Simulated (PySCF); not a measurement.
Calculation: PBE-D3(BJ)/def2-TZVP in PySCF. All species are isolated molecules in the gas phase. One relaxed conformer stands for a flexible species; it need not be the lowest. Excitations are Tamm–Dancoff values on a coarser integration grid. The basis has no diffuse functions, so Rydberg states are missing or too high.

Reference species (SMILES): `C=C(C=C)O` (C–C–C–O torsion 0°, C–C–O–H torsion 0°) (neutral, multiplicity 1).

```yaml
brightest of the four lowest singlets (TDA): 6.41 eV
T1 excitation (TDA): 3.05 eV
```

Changed species: `C(C(=C)[SiH3])=C` (C–C–C–Si torsion 0°) (X = silyl; the reference has X = hydroxy).

Problem. What does the change do to the brightest of the four lowest singlets (TDA) and T1 excitation (TDA)?

Solution. the brightest of the four lowest singlets (TDA) drops by 0.44 eV, to 5.97 eV; the T1 excitation (TDA) goes up by 0.08 eV, to 3.13 eV.
